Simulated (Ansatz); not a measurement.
A nudged elastic band was laid between two geometries of CH3AlBF (7 atoms, charge 0, multiplicity 1).

Computed with Ansatz 0.2.0, RKS revPBE-D4/def2-SVP.

* movable images: 5
* climbing image: yes
* spring: 5.0 eV/Å²
* optimiser: quadratic models (default)
* start path: through a guess of the saddle point
* force threshold: 0.05 eV/Å
* iteration limit: 60
* end points: relaxed

First end point:

```xyz
7
Properties=species:S:1:pos:R:3
F -2.501 -0.405 1.216
C -1.652 -0.489 0.171
B -0.282 -0.055 0.113
Al 1.686 0.498 -0.178
H -2.110 -0.956 -0.728
H 2.504 1.189 1.014
H 2.355 0.219 -1.607
```

Last end point:

```xyz
7
Properties=species:S:1:pos:R:3
F -2.549 -1.048 -0.550
C -1.650 -0.456 0.263
B -0.286 -0.109 -0.035
Al 1.684 0.467 -0.263
H -2.057 -0.228 1.272
H 2.432 1.158 0.975
H 2.425 0.216 -1.661
```

Task: What changes between the two ends?

Result: No bond is made or broken.  The two ends are copies of one structure, up to a mirror image or an exchange of like atoms.

Task: Give the energies along the band, and the barrier.

Result: The forces met the threshold. The highest image is number 3 of 0 to 6, 0.37 eV above the ends, which have the same energy within 2 meV. A vibrational analysis at the climbing image gives one clearly imaginary mode, 346i cm⁻¹: a first-order saddle point.

```tsv
image	path coordinate (Å)	energy (eV)
0	0.00	0.00
1	0.60	0.07
2	1.20	0.25
3	1.80	0.37
4	2.40	0.25
5	3.00	0.07
6	3.61	0.00
```

Task: What is the geometry of the highest image?

Result: 
```xyz
7
Properties=species:S:1:pos:R:3:forces:R:3
F -2.379 -1.400 0.793 0.00 -0.01 0.00
C -1.706 -0.392 0.191 0.00 0.02 -0.01
B -0.302 -0.155 0.090 0.00 0.00 0.00
Al 1.732 0.390 -0.188 0.00 0.00 0.00
H -2.374 0.355 -0.294 0.00 -0.01 0.00
H 2.480 1.327 0.874 0.00 0.00 0.00
H 2.549 -0.127 -1.466 0.00 0.00 0.00
```

Task: What are the harmonic wavenumbers there?

Result: 346i, 100, 139, 345, 451, 496, 595, 636, 774, 1037, 1176, 1577, 1873, 1878, 2993 cm⁻¹.

The band took 37 iterations and roughly 4 core-minutes.

Time of the run: 4.4 min on 1 thread of Intel(R) Xeon(R) Platinum 8223CL CPU @ 3.00GHz (Skylake/Cascade Lake), with other jobs on the host, peak memory 0.15 GiB.
